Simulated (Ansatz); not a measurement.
Method: frozen-core CCSD(T)/def2-TZVPP // TPSSh-D3(BJ)/def2-TZVP (Ansatz, a quantum-chemistry and plane-wave program).

Ansatz 0.2 input:
```yaml
crystal:
  periodic: [false, false, false]
  atoms:
    - { symbol: C, position_ang: [1.973648, 0.36366, -0.058811] }
    - { symbol: C, position_ang: [0.754683, -0.20214, 0.670427] }
    - { symbol: C, position_ang: [-0.391306, -0.513567, -0.263845] }
    - { symbol: C, position_ang: [-1.80488, -0.522293, 0.246217] }
    - { symbol: C, position_ang: [-1.340793, 0.580986, -0.669277] }
    - { symbol: H, position_ang: [2.785079, 0.589063, 0.637836] }
    - { symbol: H, position_ang: [2.353347, -0.3499, -0.795661] }
    - { symbol: H, position_ang: [1.715635, 1.283649, -0.589982] }
    - { symbol: H, position_ang: [1.038889, -1.109225, 1.216185] }
    - { symbol: H, position_ang: [0.409542, 0.515806, 1.423395] }
    - { symbol: H, position_ang: [-0.161139, -1.245444, -1.033014] }
    - { symbol: H, position_ang: [-1.961076, -0.278089, 1.290557] }
    - { symbol: H, position_ang: [-2.493981, -1.25831, -0.148777] }
    - { symbol: H, position_ang: [-1.185416, 1.562392, -0.235775] }
    - { symbol: H, position_ang: [-1.71617, 0.595439, -1.684819] }
basis:
  gaussian: { orbitals: def2-TZVPP }
correlation:
  method: ccsd_t
```

Output:

```
Functional definition: HF
1705 factors; integrals over basis functions are off by at most 8.8e-4 eV
mean field evaluation 1: about -5307.2642 eV, gradient 3.9e1 eV
mean field evaluation 2: about -5307.4911 eV, gradient 3.9e1 eV
mean field evaluation 4: about -5311.7080 eV, gradient 4.3e0 eV
mean field evaluation 8: about -5311.7677 eV, gradient 2.1e-1 eV
mean field evaluation 16: about -5310.8098 eV, gradient 1.7e1 eV
mean field -5311.76788432 eV, -195.2038693031 hartree, gradient 3.1e-6 eV, S^2 0.000000; 0 other end points of the search recorded, 0 dependent functions left out
5 core orbitals not correlated
reference -5311.76788432 eV, -195.2038693031 hartree; 15, 15 occupied and 275, 275 virtual orbitals, 1705 factors
second order -23.53403445 eV of doubles, -0.00000000 eV of singles
cycle   1  -24.26350496 eV  change   -7.3e-1 eV  update   8.9e-2
cycle   2  -24.82935512 eV  change   -5.7e-1 eV  update   2.5e-2
cycle   3  -24.90473258 eV  change   -7.5e-2 eV  update   8.9e-3
cycle   4  -24.90359088 eV  change    1.1e-3 eV  update   2.0e-3
cycle   5  -24.90448057 eV  change   -8.9e-4 eV  update   6.2e-4
cycle   6  -24.90466253 eV  change   -1.8e-4 eV  update   1.6e-4
cycle   7  -24.90463773 eV  change    2.5e-5 eV  update   4.2e-5
cycle   8  -24.90464611 eV  change   -8.4e-6 eV  update   1.3e-5
perturbative correction -1.01234863 eV, -0.0372031261 hartree
Total energy: -5337.68487906 eV, -196.1563012926 hartree
```

Cost: roughly 26 core-minutes.
